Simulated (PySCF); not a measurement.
**Name the molecule from its bond curve**

A diatomic of charge 0 contains Ca. Its doublet curve at r²SCAN in a triple-zeta basis (no relativity, PySCF), in eV from the separated fragments:

R (Å), E (eV) and a bar:
```
    1.679     -4.988 ##########################
    1.757     -5.514 ############
    1.835     -5.804 ####
    1.893     -5.907 #
    1.952     -5.935 
    2.011     -5.906 #
    2.089     -5.801 ####
    2.186     -5.599 #########
    2.303     -5.295 ##################
    2.459     -4.846 ##############################
```

The fit gives ωe = 597 cm⁻¹ and the rotational constant Bₑ = 0.3447 cm⁻¹.

Problem. Which atom is the partner?

Solution. The minimum lies at 1.949 Å, so the reduced mass is 16.8576 u Å² cm⁻¹/(Bₑ·Re²) = 12.87 u. With Ca at 39.96 u the partner weighs about 19.0 u: F. The molecule is CaF.

The state was picked by a PBE0 search and need not be the measured ground state.
